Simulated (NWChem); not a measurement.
All runs are NWChem calculations. System: HFSi, charge 0, spin multiplicity 1, at a geometry optimised with PBE0/def2-SVP. The structure started from a generated list of species. Level: MP2/def2-SVP, 6 core orbitals frozen.

Part of the output:

```
             Northwest Computational Chemistry Package (NWChem) 7.3.0
             --------------------------------------------------------

                                NWChem Input Module
                                -------------------

 Scaling coordinates for geometry "geometry" by  1.889725989
 (inverse scale =  0.529177249)

 Turning off AUTOSYM since
 SYMMETRY directive was detected!

                             Geometry "geometry" -> ""
                             -------------------------

 Output coordinates in angstroms (scale by  1.889725989 to convert to a.u.)

  No.       Tag          Charge          X              Y              Z
 ---- ---------------- ---------- -------------- -------------- --------------
    1 Si                  14.0000    -0.45601900     0.40367400     0.00000000
    2 H                    1.0000     0.55367500     1.57542900     0.00000000
    3 F                    9.0000     0.64784400    -0.80298500     0.00000000

 Effective nuclear repulsion energy (a.u.)      47.5611188159

            Nuclear Dipole moment (a.u.)
            ----------------------------
        X                 Y               Z
 ---------------- ---------------- ----------------
     0.0000094486    -0.0000000000     0.0000000000

      Symmetry information
      --------------------

 Group name             Cs
 Group number              2
 Group order               2
 No. of unique centers     3

      Symmetry unique atoms

     1    2    3


 Summary of "ao basis" -> "" (spherical)
 ------------------------------------------------------------------------------
       Tag                 Description            Shells   Functions and Types
 ---------------- ------------------------------  ------  ---------------------
 *                          def2-svp                  on all atoms

 Summary of "ao basis" -> "ao basis" (spherical)
 ------------------------------------------------------------------------------
       Tag                 Description            Shells   Functions and Types
 ---------------- ------------------------------  ------  ---------------------
 Si                         def2-svp                 8       18   4s3p1d
 H                          def2-svp                 3        5   2s1p
 F                          def2-svp                 6       14   3s2p1d

                                 NWChem SCF Module
                                 -----------------

  ao basis        = "ao basis"
[...]
  Mulliken analysis of the total density
  --------------------------------------

    Atom       Charge   Shell Charges
 -----------   ------   -------------------------------------------------------
    1 Si  14    13.31   2.00  1.99  1.19  0.54  5.94  0.83  0.63  0.18
    2 H    1     1.21   0.74  0.45  0.01
    3 F    9     9.49   1.99  1.11  0.83  3.33  2.21  0.00

       Multipole analysis of the density wrt the origin
       ------------------------------------------------

     L   x y z        total         open         nuclear
     -   - - -        -----         ----         -------
     0   0 0 0     -0.000000      0.000000     24.000000

     1   1 0 0     -0.296501      0.000000      0.000009
     1   0 1 0      0.455404      0.000000     -0.000000
     1   0 0 1      0.000000      0.000000      0.000000

     2   2 0 0    -16.349616      0.000000     24.980378
     2   1 1 0      0.063886      0.000000    -22.807558
     2   1 0 1     -0.000000      0.000000      0.000000
     2   0 2 0    -14.999966      0.000000     37.733217
     2   0 1 1      0.000000      0.000000      0.000000
     2   0 0 2    -11.557835      0.000000      0.000000

                   NWChem MP2 Semi-direct Energy/Gradient Module
                   ---------------------------------------------

  Basis functions       =     37
  Molecular orbitals    =     37
  Frozen core           =      6
  Frozen virtuals       =      0
  Active alpha occupied =      6
  Active beta occupied  =      6
  Active alpha virtual  =     25
  Active beta virtual   =     25
  Use MO symmetry       = T
  Use skeleton AO sym   = T

  AO/Fock/Back tols     =   1.0D-09  1.0D-09  1.0D-09

 GA uses MA = F    GA memory limited = T

 Available:
  local mem=  1.26D+08
 global mem=  1.44D+08
 local disk=  0.00D+00
  mp2_memr nvloc                    25
  nvloc new                    25
   1 passes of   6:        2097152                       6617                    360417.
   1 passes of   6: M    126154514           G      144176462           F     124057362.

 Semi-direct pass number   1 of   1  for RHF alpha+beta  at        0.3s
  vrange nnbf                   702
  mp2_eaftype                    10  avail_ma_in_mb                  1099
 EAF : mp2_eaftype filesize          10     180208.
  mp2_eaf for mointskh                     10
Node 0 wrote      0.8 Mb in      0.0 s     Agg I/O rate:  1483.2 Mb/s
 Done moints_semi at        0.5s
  mp2_eaftype                    10  avail_ma_in_mb                  1089
 EAF : mp2_eaftype filesize          10     180208.
  mp2_eaf for kh                    10
 Done maket at        0.5s
 Done multipass loop at        0.5s

          -------------------------------------------
          SCF energy                -388.772225376972
          Correlation energy          -0.267779256869
          Singlet pairs               -0.171614620192
          Triplet pairs               -0.096164636677
          Total MP2 energy          -389.040004633841
          -------------------------------------------

          ---------------------------------------------------
                    Spin Component Scaled (SCS) MP2
          Same spin pairs                     -0.064109757785
          Same spin scaling factor             0.333333333333
          Opposite spin pairs                 -0.203669499084
          Opposite spin scaling fact.          1.200000000000
          SCS-MP2 correlation energy          -0.265773318162
          Total SCS-MP2 energy              -389.037998695135
          ---------------------------------------------------

 -----------------------
 Performance information
 -----------------------

 Timer overhead =  2.21D-07 seconds/call

               Nr. of calls         CPU time (s)                 Wall time (s)                GFlops
             ---------------    -------------------     ------------------------------   -------------------
Name         Min   Avg   Max    Min     Avg     Max     Min     Avg     Max   Mx/calls   Min     Max     Sum
mp2: moin     1     1     1   0.25    0.25    0.25     0.25    0.25    0.25    0.25      0.0     0.0     0.0
mp2: make     1     1     1   1.43E-2 1.43E-2 1.43E-2  1.43E-2 1.43E-2 1.43E-2 1.43E-2   0.0     0.0     0.0
mp2: tota     1     1     1   0.29    0.29    0.29     0.29    0.29    0.29    0.29      0.0     0.0     0.0

 The average no. of pstat calls per process was 3.00D+00
 with a timing overhead of 6.63D-07s

 Task  times  cpu:        0.5s     wall:        0.5s

 Total times  cpu:        0.5s     wall:        0.5s
```

Task: Write an NWChem input that would produce this output.

Result: This is not unique; one that fits is 
```
start mol
memory heap 200 mb stack 900 mb global 1100 mb
geometry units angstroms nocenter noautoz
  Si    -0.456019     0.403674     0.000000
  H      0.553675     1.575429     0.000000
  F      0.647844    -0.802985     0.000000
  symmetry group Cs
end
basis spherical
  * library def2-svp
end
scf
  rhf
  nopen 0
  maxiter 100
  thresh 1e-7
  semidirect memsize 60000000 filesize 0
end
mp2
  freeze core 6
end
task mp2 energy
```
